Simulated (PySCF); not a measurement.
## Partial charges of `C=Cc1c(C)cnn1C`

C7H10N2.
Cartesian coordinates in Å at the GFN2-xTB level; atoms count from 1:
```xyz
19
C7H10N2 angstrom
C     -1.1870   -2.1854    0.0239
C     -0.0297   -1.5357    0.1073
C      0.1541   -0.1090    0.0321
C     -0.7238    0.9498   -0.2151
C     -2.1825    0.9238   -0.5062
C      0.0815    2.0912   -0.1475
N      1.3392    1.7806    0.1131
N      1.3789    0.4606    0.2177
C      2.6302   -0.1857    0.4880
H     -1.2237   -3.2592    0.0919
H     -2.1266   -1.6835   -0.1100
H      0.8788   -2.1073    0.2502
H     -2.5282    1.9298   -0.7331
H     -2.7446    0.5524    0.3509
H     -2.3950    0.2830   -1.3617
H     -0.2077    3.1152   -0.2788
H      2.5878   -0.7498    1.4219
H      3.3812    0.5968    0.5750
H      2.9072   -0.8582   -0.3270
```

Density: PBE0/pcSseg-1 (PySCF); schemes: Mulliken, IAO, Hirshfeld and ESP-fitted. One conformer (not necessarily the lowest) at the GFN2-xTB geometry, without solvent, vibrations or thermal averaging.

Q: Tabulate the Mulliken, IAO, Hirshfeld and ESP-fitted charges.

A: In e:

```tsv
atom	environment	Mulliken	IAO	Hirshfeld	ESP-fitted
C1	terminal =CH2 carbon	-0.107	-0.317	-0.101	-0.392
C2	alkene CH carbon	-0.210	-0.153	-0.052	-0.120
C3	substituted aromatic carbon	+0.490	+0.028	+0.016	-0.113
C4	substituted aromatic carbon	-0.627	-0.067	-0.035	+0.155
C5	benzylic-type carbon	-0.116	-0.425	-0.115	-0.637
C6	aromatic CH next to a ring nitrogen	+0.204	-0.090	-0.044	-0.058
N7	pyridine-type nitrogen	-0.212	-0.252	-0.150	-0.510
N8	pyrrole-type nitrogen	-0.576	+0.045	+0.043	+0.391
C9	N-methyl carbon	-0.037	-0.316	-0.056	-0.273
H10	vinylic hydrogen	+0.116	+0.155	+0.048	+0.169
H11	vinylic hydrogen	+0.116	+0.149	+0.044	+0.179
H12	vinylic hydrogen	+0.102	+0.146	+0.045	+0.140
H13	methyl hydrogen	+0.122	+0.151	+0.049	+0.175
H14	methyl hydrogen	+0.136	+0.149	+0.043	+0.188
H15	methyl hydrogen	+0.134	+0.150	+0.043	+0.192
H16	aromatic hydrogen	+0.071	+0.159	+0.054	+0.170
H17	methyl hydrogen	+0.126	+0.153	+0.053	+0.107
H18	methyl hydrogen	+0.142	+0.183	+0.060	+0.130
H19	methyl hydrogen	+0.126	+0.152	+0.053	+0.107
```

Mean size of the charges over all atoms: ESP-fitted 0.221 e, Mulliken 0.199 e, IAO 0.170 e, Hirshfeld 0.058 e. Each set sums to the total charge, 0, to within 0.001 e. The IAO scheme counts the electrons in orthogonalised intrinsic atomic orbitals, a minimal basis polarised so that it spans the occupied orbitals exactly. The Hirshfeld scheme divides the density at each point in proportion to the densities of the neutral, spherically averaged free atoms.

Lowest charge. The schemes don't all agree: Mulliken C4 (-0.627); IAO C5 (-0.425); Hirshfeld N7 (-0.150); ESP-fitted C5 (-0.637).

Highest charge. The schemes don't all agree: Mulliken C3 (+0.490); IAO H18 (+0.183); Hirshfeld H18 (+0.060); ESP-fitted N8 (+0.391).

Q: How closely do the schemes follow one another over all atoms?

A: Correlation coefficient and root-mean-square difference: IAO with Hirshfeld 0.94, 0.135 e; Hirshfeld with ESP-fitted 0.90, 0.210 e; IAO with ESP-fitted 0.89, 0.130 e; Mulliken with IAO 0.39, 0.255 e; Mulliken with Hirshfeld 0.38, 0.241 e; Mulliken with ESP-fitted 0.04, 0.364 e.

Q: How many electrons does the IAO scheme count on C1?

A: Z − q = 6 − (-0.317) = 6.317.

Q: Sum the charges by element.

A: 
```
element  atoms  Mulliken     IAO  Hirshfeld  ESP-fitted
      C      7    -0.403  -1.341     -0.386      -1.437
      N      2    -0.789  -0.207     -0.107      -0.119
      H     10    +1.192  +1.547     +0.493      +1.556
```
